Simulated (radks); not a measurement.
Results of a calculation; reference values are marked as such.
The nuclear charge of the zinc ion Zn+ is varied continuously with 29 electrons held in [Ar] 3d10 4s1. Code: a radial shooting solver on a logarithmic mesh with Libxc functionals. Model: Dirac Kohn-Sham, LDA (Slater exchange, Perdew-Wang correlation), spin-unpolarised, spherical densities, point nucleus. By the Hellmann-Feynman theorem dE/dZ = E(electron-nucleus)/Z, the electronic potential at the nucleus.

Z     E (hartree)  E(electron-nucleus)/Z (hartree)   HOMO  e(HOMO) (eV)  <r> HOMO (bohr)
29    -1652.31588                         -137.434  4s1/2        -4.858            2.895
29.5  -1721.84957                         -140.698  4s1/2        -9.232            2.599
30    -1793.01117                         -143.947  4s1/2       -14.340            2.378
30.5  -1865.79468                         -147.186  4s1/2       -20.103            2.204
31    -1940.19636                         -150.420  4s1/2       -26.470            2.062

The central difference of E at Z = 30 is -143.945 hartree, to compare with the third column; the second derivative is -6.49 hartree.
